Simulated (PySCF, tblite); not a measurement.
Isomers of [C5H8OP]+ (charge +1), one GFN2-xTB conformer each. Single-point energies are computed at PBE0/pcSseg-1 (PySCF, gas phase, no added dispersion term), electronic only.

```json
{"SMILES": "C[PH2+]c1ccoc1", "GFN2-xTB relative energy (kcal/mol)": "0.0"}
{"SMILES": "C[PH2+]c1ccco1", "GFN2-xTB relative energy (kcal/mol)": "1.0"}
```

Conformers: `[CH3:1][PH2+:2][c:3]1[cH:4][cH:5][o:6][cH:7]1` (charge +1) with C1–P2–C3–C4 179°; `[CH3:1][PH2+:2][c:3]1[cH:4][cH:5][cH:6][o:7]1` (charge +1) with C1–P2–C3–C4 148°.

Task: What does PBE0/pcSseg-1 give for the same structures?

Result: 
```tsv
SMILES	PBE0/pcSseg-1 E (Eh)	PBE0/pcSseg-1 (kcal/mol)	GFN2-xTB (kcal/mol)	point group
C[PH2+]c1ccoc1	-611.15180	0.0	0.0	Cs
C[PH2+]c1ccco1	-611.14902	1.7	1.0	C1
```

Both levels put the same isomer lowest. Neighbours under 5.0 kcal/mol apart (C[PH2+]c1ccoc1 and C[PH2+]c1ccco1) can change places with a better method, another conformer or zero-point energy.

Task: Which frontier levels and rotational constants go with these structures?

Result: 
```
        SMILES  HOMO (eV, PBE0/pcSseg-1)  LUMO (eV)     A, B, C (MHz)
C[PH2+]c1ccoc1                    -11.39      -4.98  5860, 1370, 1130
C[PH2+]c1ccco1                    -11.50      -5.42  5645, 1459, 1215
```

Task: What happens when harmonic zero-point energies from GFN2-xTB frequencies are added?

Result: 
```tsv
SMILES	ZPE (kcal/mol)	electronic (kcal/mol)	with ZPE (kcal/mol)
C[PH2+]c1ccoc1	71.2	0.0	0.0
C[PH2+]c1ccco1	71.0	1.7	1.5
```

The zero-point energies span 0.2 kcal/mol. The order is unchanged.
